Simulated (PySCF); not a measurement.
## Exercise with solution: oscillator strength and radiative lifetime

Al(Me)(vinyl)(NH2) (C3H8AlN), SMILES C=[CH][Al]([NH2])[CH3].

Geometry: B3LYP-D3(BJ)/def2-SVP. The structure was generated by enumeration; whether it is a known compound was not checked. One conformer was computed; it need not be the lowest.

TDA-PBE/def2-SVPD run with PySCF 2.14.0 puts the first singlet state with f over 0.02 at 4.51 eV (vertical), with the transition dipole (0.219, -0.419, -0.326) in atomic units.

### Question
Find the oscillator strength, the wavelength and the radiative lifetime that this transition would have in vacuum if emission retraced absorption.

### Answer

|μ|² = 0.3298 au, so |μ| = 1.46 D. ΔE = 4.51/27.211 = 0.1657 hartree. f = (2/3) ΔE |μ|² = 0.036 (the program prints 0.036).
λ = 1239.84/4.51 = 275 nm; ν = 36376 cm⁻¹.
Einstein's coefficient A = 0.6670 ν² f s⁻¹ (ν in cm⁻¹) = 3.2e7 s⁻¹, so τ = 1/A = 31 ns. This state is S1. The figure is the radiative limit of this one transition; relaxation, internal conversion, crossing to triplets and a medium change what is measured.
